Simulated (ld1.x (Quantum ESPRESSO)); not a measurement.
**Before and after: TM potential for molybdenum**

```
Element                 : molybdenum
Generator               : ld1.x (Quantum ESPRESSO) 7.5
Type                    : norm-conserving Troullier–Martins (Kleinman–Bylander form)
Functional              : PBE
Relativity              : fully relativistic
Frozen core             : [Ar] 3d10 4s2
Valence charge          : 12
Reference configuration : 4p6 4d5 5s1 5p0
Partial waves           : 5s (bound): rc 2.20 bohr; 4p (bound): rc 1.15 bohr; 4d (bound): rc 1.40 bohr
Local potential         : the d channel
Core correction         : none
```

Open shells are filled in proportion to 2j + 1 (rel_dist='average').

Change: functional BP86.

Cutoffs: the cutoffs (Ry, on a coarse ladder) from which the occupation-weighted sum of valence levels, in a spherical-Bessel basis at the reference potential, stays within 10 and 1 mRy of its value at 400 Ry; they do not see the model core or the augmentation charge, which bear on the density cutoff. Errors are all-electron minus pseudo energies relative to the spin-unpolarised reference configuration.

What does the change do?

The potential gets neither clearly harder nor softer (90 Ry and 140 Ry → 90 Ry and 140 Ry); both files keep a bound ghost (s); of the 7 tests that both files solve, the error grows in 2 and shrinks in 2 by more than 15 % and 0.3 meV (median size 5.2 → 5.6 meV). In the base the local d channel has no projectors, so it cannot carry the spin–orbit splitting, and the file is wrong for that shell. In the changed file the local d channel has no projectors, so it cannot carry the spin–orbit splitting, and the file is wrong for that shell.

```tsv
quantity	base	changed
cutoff, loose	90 Ry	90 Ry
cutoff, tight	140 Ry	140 Ry
bound ghosts	s	s
largest miss of a reference level, eV	0.12	0.12
error for 4p6 4d5 5s0 5p0, meV [ΔE 6.89 → 7.08 eV]	-3.4	-5.6
error for 4p6 4d4 5s0 5p0, meV [ΔE 22.35 → 22.66 eV]	+16	+7.0
error for 4p6 4d3 5s0 5p0, meV [ΔE 49.09 → 49.49 eV]	+45	+24
error for 4p6 4d5 5s0.5 5p0, meV [ΔE 2.73 → 2.83 eV]	-0.8	-1.1
error for 4p5 4d5 5s1 5p0, meV [ΔE 44.01 → 44.15 eV]	-15	-15
error for 4p6 4d5 5s0 5p1, meV [ΔE 3.14 → 3.19 eV]	-4.2	-4.5
error for 4p6 4d4 5s1 5p0, meV [ΔE 8.06 → 8.21 eV]	+5.2	+5.0
s: phases at 2.41 bohr within 0.05 rad from the reference energy up to (Ry; the scan ends near 5)	0.4	0.4
p1/2: phases at 2.41 bohr within 0.05 rad from the reference energy up to (Ry; the scan ends near 5)	to the end of the scan	to the end of the scan
p3/2: phases at 2.41 bohr within 0.05 rad from the reference energy up to (Ry; the scan ends near 5)	to the end of the scan	to the end of the scan
d3/2: phases at 2.41 bohr within 0.05 rad from the reference energy up to (Ry; the scan ends near 5)	to the end of the scan	to the end of the scan
d5/2: phases at 2.41 bohr within 0.05 rad from the reference energy up to (Ry; the scan ends near 5)	3.3	3.2
```

 A true bound ghost makes a file unfit for plane-wave use even where its test errors are small: the radial tests pick states by their node count and pass the ghost by.
